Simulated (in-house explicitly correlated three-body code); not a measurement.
Computed with an exponentially correlated three-body code. Model: two electrons around a point charge, non-relativistic, variational in 260 exponentially correlated functions (energies converged to about 1e-7 hartree, or 1e-8 relative for large Z).

For two electrons in a singlet the Kohn-Sham orbital is the square root of half the density, so the exact Kohn-Sham potential and energy parts follow from the density alone, and exchange is minus half the Hartree energy. The Kohn-Sham level equals minus the binding energy of the second electron.

Command:
```bash
python run_hyl.py task.json out
```
Settings (lengths in bohr, energies in hartree):
```
Z                      3.82
interaction_strength   1
functions              260
states_tried           13
```

Time taken, with all properties: 41 s on 1 thread of AMD EPYC 7R13 Processor (Zen 3), with other jobs on the host.

**Those bound S and P states to n = 4 that converged, binding against the one-electron ion.**

Given: nuclear charge 3.82.

Computed: one-electron threshold -7.2962 hartree.

```tsv
term	energy (hartree)	binding (eV)	quantum defect
1 1S	-12.3603721	137.8	0.11391
2 3S	?	?	?
2 1S	-8.34673805	28.587	0.054514
2 3P	?	?	?
2 1P	-8.2774729	26.702	-0.012979
3 3S	-7.78187818	13.216	0.13872
3 1S	-7.75427139	12.465	0.053764
3 3P	-7.75143725	12.388	0.044607
3 1P	-7.73434574	11.923	-0.012484
4 3S	-7.56263932	7.2502	0.13691
4 1S	-7.55151237	6.9474	0.053627
4 3P	-7.55034081	6.9155	0.044541
4 1P	-7.54320272	6.7213	-0.012206
```

Problem. What belongs in the row 2 3S?

Solution. energy (hartree): -8.45132799; binding (eV): 31.433; quantum defect: 0.14468.

Problem. What belongs in the row 2 3P?

Solution. energy (hartree): -8.33612584; binding (eV): 28.298; quantum defect: 0.044612.

**Converged states only, values per electron or pair.**

| term | mean r (bohr) | mean r squared (bohr²) | mean inverse r (1/bohr) | mean r12 (bohr) | mean inverse r12 (1/bohr) | mean cosine | mean p1 dot p2 (bohr⁻²) | delta r1 (bohr⁻³) | delta r12 (bohr⁻³) |
| --- | --- | --- | --- | --- | --- | --- | --- | --- | --- |
| 1 1S | 0.43599 | 0.25723 | 3.5078 | 0.65191 | 2.0786 | -0.034464 | 0.39678 | 14.859 | 1.2928 |
| 2 3S | 1.1216 | 2.0968 | 2.2933 | 1.911 | 0.61807 | -0.010537 | 0.026205 | 9.5301 | - |
| 2 1S | ? | ? | ? | ? | ? | ? | ? | ? | ? |
| 2 3P | 1.0353 | 1.8 | 2.2738 | 1.7568 | 0.69988 | -0.061115 | -0.62235 | 8.7493 | - |
| 2 1P | 1.097 | 2.0471 | 2.2585 | 1.8391 | 0.70008 | 0.020894 | 0.54289 | 8.8936 | 0.033291 |
| 3 3S | ? | ? | ? | ? | ? | ? | ? | ? | - |
| 3 1S | 2.506 | 12.223 | 2.0696 | 4.6402 | 0.30288 | -0.0042299 | 0.0094795 | 9.035 | 0.052228 |
| 3 3P | 2.3421 | 10.722 | 2.0699 | 4.3206 | 0.31115 | -0.015885 | -0.15454 | 8.84 | - |
| 3 1P | 2.432 | 11.618 | 2.0656 | 4.4902 | 0.31271 | 0.0055747 | 0.15285 | 8.8763 | 0.011181 |
| 4 3S | 4.1697 | 35.619 | 2.0017 | 7.9601 | 0.16751 | -0.0013727 | 0.0030275 | 8.9457 | - |
| 4 1S | 4.3388 | 38.72 | 1.9994 | 8.2969 | 0.17208 | -0.00181 | 0.0039926 | 8.9395 | 0.021821 |
| 4 3P | 4.1803 | 36.122 | 1.9995 | 7.983 | 0.17527 | -0.0063901 | -0.061149 | 8.8589 | - |
| 4 1P | 4.2997 | 38.298 | 1.9977 | 8.2177 | 0.1761 | 0.0022555 | 0.063211 | 8.8734 | 0.0049031 |

Problem. What belongs in the row 2 1S?

Solution. mean r (bohr): 1.2063; mean r squared (bohr²): 2.4803; mean inverse r (1/bohr): 2.2719; mean r12 (bohr): 2.0652; mean inverse r12 (1/bohr): 0.664; mean cosine: -0.013399; mean p1 dot p2 (bohr⁻²): 0.031778; delta r1 (bohr⁻³): 9.4403; delta r12 (bohr⁻³): 0.17797.

Problem. What belongs in the row 3 3S?

Solution. mean r (bohr): 2.3797; mean r squared (bohr²): 10.927; mean inverse r (1/bohr): 2.0753; mean r12 (bohr): 4.3914; mean inverse r12 (1/bohr): 0.29119; mean cosine: -0.0032571; mean p1 dot p2 (bohr⁻²): 0.007381; delta r1 (bohr⁻³): 9.0531.

**Electric-dipole lines between converged S and P states, rate of the upper state's decay.**

```
s state  p state  p minus s (eV)  oscillator strength from s  rate (1/s)
   1 1S     2 1P           111.1                     0.53806  9.6062e+10
   1 1S     3 1P          125.88                      0.1247  2.8581e+10
   1 1S     4 1P          131.08                     0.04851  1.2056e+10
   2 1S     2 1P          1.8848                     0.15703  8.0687e+06
   2 1S     3 1P          16.664                     0.29915  1.2015e+09
   2 1S     4 1P          21.865                    0.080892  5.5938e+08
   3 1S     2 1P         -14.237                   -0.079605  7.0014e+08
   3 1S     3 1P          0.5422                     0.27029  1.1493e+06
   3 1S     4 1P          5.7435                      0.3151  1.5034e+08
   4 1S     2 1P         -19.754                   -0.016323  2.7641e+08
   4 1S     3 1P         -4.9751                    -0.17455  1.8747e+08
   4 1S     4 1P               ?                           ?           ?
   2 3S     2 3P          3.1348                     0.22571  3.2082e+07
   2 3S     3 3P               ?                           ?           ?
   2 3S     4 3P          24.517                    0.069639  6.0545e+08
   3 3S     2 3P         -15.082                   -0.092203  9.1005e+08
   3 3S     3 3P         0.82834                     0.37657  3.7373e+06
   3 3S     4 3P          6.3005                     0.25314  1.4534e+08
   4 3S     2 3P         -21.048                   -0.017866  3.4344e+08
   4 3S     3 3P         -5.1375                    -0.20459  2.3431e+08
   4 3S     4 3P         0.33466                     0.51749      838300
```

Problem. What belongs in the row 4 1S 4 1P?

Solution. p minus s (eV): 0.22612; oscillator strength from s: 0.37491; rate (1/s): 277260.

Problem. What belongs in the row 2 3S 3 3P?

Solution. p minus s (eV): 19.045; oscillator strength from s: 0.24336; rate (1/s): 1.2767e+09.

**Exact Kohn-Sham parts of the ground state from its density.**

Computed: Kohn-Sham kinetic 12.319 hartree; Hartree energy 4.3281 hartree; DFT correlation energy -0.044165 hartree; kinetic part of the DFT correlation energy 0.041247 hartree; potential part of the DFT correlation energy -0.085412 hartree; exact minus restricted Hartree-Fock -0.044157 hartree; Kohn-Sham level -137.8 eV; restricted Hartree-Fock level -138.12 eV; dipole polarisability 0.064163 bohr³; C6 of two such species 0.015223 hartree·bohr⁶.

Problem. What is the exchange energy?

Solution. -2.1641 hartree.

Problem. What is the total energy?

Solution. -12.3603721 hartree.

The correlation energy of density-functional theory lies 0.0082 millihartree below exact minus Hartree-Fock, because the Hartree-Fock density, unlike the exact one, minimises the Hartree-Fock energy.
